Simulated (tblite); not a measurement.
Species: anisole, C₇H₈O.
Bonds: C1–O2, O2–C3, C3–C4 (aromatic), C4–C5 (aromatic), C5–C6 (aromatic), C6–C7 (aromatic), C7–C8 (aromatic), C3–C8 (aromatic). Hydrogens: H9, H10, H11 on C1; H12 on C4; H13 on C5; H14 on C6; H15 on C7; H16 on C8.

Computed with GFN2-xTB (tblite), gas phase: nudged elastic band of 9 images (0 to 8), spring 0.2 eV/Å², climbing image at the end, force threshold 0.05 eV/Å. No saddle search or frequency run followed, so the top image need not be a first-order saddle, and its height can exceed the method's true barrier by a kcal/mol or more.

The band describes a rotation about C3–O2 (aromatic carbon bearing oxygen, aryl ether oxygen), followed by the dihedral C8–C3–O2–C1, from the optimised start (0°) to a second optimised geometry at 180°.

**Question.** Give the energy profile along the converged band.

**Answer.** 
```json
{"image": "0", "dihedral (°)": "0", "E (kcal/mol)": "0.00", "C3–O2 (Å)": "1.364", "C8···C1 (Å)": "2.83", "largest true force (eV/Å)": "0.01"}
{"image": "1", "dihedral (°)": "24", "E (kcal/mol)": "1.13", "C3–O2 (Å)": "1.367", "C8···C1 (Å)": "2.88", "largest true force (eV/Å)": "0.05"}
{"image": "2", "dihedral (°)": "48", "E (kcal/mol)": "3.01", "C3–O2 (Å)": "1.374", "C8···C1 (Å)": "2.96", "largest true force (eV/Å)": "0.04"}
{"image": "3", "dihedral (°)": "73", "E (kcal/mol)": "4.27", "C3–O2 (Å)": "1.382", "C8···C1 (Å)": "3.08", "largest true force (eV/Å)": "0.03"}
{"image": "4", "dihedral (°)": "97", "E (kcal/mol)": "4.53", "C3–O2 (Å)": "1.384", "C8···C1 (Å)": "3.25", "largest true force (eV/Å)": "0.02"}
{"image": "5", "dihedral (°)": "123", "E (kcal/mol)": "3.76", "C3–O2 (Å)": "1.378", "C8···C1 (Å)": "3.43", "largest true force (eV/Å)": "0.03"}
{"image": "6", "dihedral (°)": "144", "E (kcal/mol)": "2.48", "C3–O2 (Å)": "1.371", "C8···C1 (Å)": "3.56", "largest true force (eV/Å)": "0.05"}
{"image": "7", "dihedral (°)": "162", "E (kcal/mol)": "0.79", "C3–O2 (Å)": "1.366", "C8···C1 (Å)": "3.61", "largest true force (eV/Å)": "0.05"}
{"image": "8", "dihedral (°)": "180", "E (kcal/mol)": "0.00", "C3–O2 (Å)": "1.364", "C8···C1 (Å)": "3.63", "largest true force (eV/Å)": "0.01"}
```

Barriers of this band. The top is image 4 at 97°: 4.5 kcal/mol in either direction, as the ends lie within 0.002 eV of each other. The central bond is 0.020 Å longer at the top than at the start.

**Question.** What rate follows at 200 K for crossing this barrier forward?

**Answer.** Taking the electronic barrier for the free energy of activation (no zero-point or entropy terms, transmission 1), rate = (kT/h)·exp(−ΔE/kT) ≈ 5 × 10^7 s⁻¹, whose inverse is 2 × 10^-8 s. An error of 1 kcal/mol in the barrier changes this by a factor of 12, and the method and the loose band can each miss by that much or more.

**Question.** How long is the path, and how are the images spaced?

**Answer.** Cartesian distances between aligned neighbours (all atoms, Å): 0.86, 0.85, 0.85, 0.83, 0.88, 0.82, 0.77, 0.69; the sum is 6.55 Å, and the top lies 52 % of the way along.

The cost below is that of the whole band run. Cost: about 8 s of CPU time on one thread; the machine was shared, so the figure is rough.
